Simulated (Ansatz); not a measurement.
`C[SiH2][AlH][SnH3]` + `CBN` → `C[BH][AlH][SiH2]C` + `[NH2][SnH3]`  (redistribution)

Gas-phase electronic energies from Ansatz, PBE0-D4/def2-TZVP geometries. CBS: MP2 limit from def2 TZ/QZ plus the TZ coupled-cluster correction, frozen cores. DFT in def2-TZVPP. B3LYP here is the variant with VWN-RPA as its local correlation; programs differ in this. def2 core potentials past Kr. For Sn outer-core shells are correlated without core-valence functions, which leaves a few kJ/mol of doubt a bond. One conformer a species, not always the lowest.

Q: Is it downhill or uphill in electronic energy at CCSD(T)/CBS, and by how much? (Best estimate.)

A: Computed: Uphill: ΔE = +2.43 eV.

Q: What do these levels give: r2SCAN-D4, B3LYP-D4, B2PLYP, PBE, r2SCAN, B3LYP, SCS-MP2/def2-TZVPP, CCSD/def2-TZVPP, HF/def2-QZVPP, MP2/def2-QZVPP, MP2/CBS(def2), CCSD/CBS(def2)? (Best estimate.)

A: Ansatz gave: r2SCAN-D4 2.47, B3LYP-D4 2.47, B2PLYP 2.46, PBE 2.45, r2SCAN 2.47, B3LYP 2.46, SCS-MP2/def2-TZVPP 2.40, CCSD/def2-TZVPP 2.41, HF/def2-QZVPP 2.39, MP2/def2-QZVPP 2.48, MP2/CBS(def2) 2.49, CCSD/CBS(def2) 2.43 eV.

Largest T1 diagnostic among the species: 0.013.

From PBE to PBE0 (25 % exact exchange), in def2-TZVPP and without D4, ΔE moves by +0.04 eV.
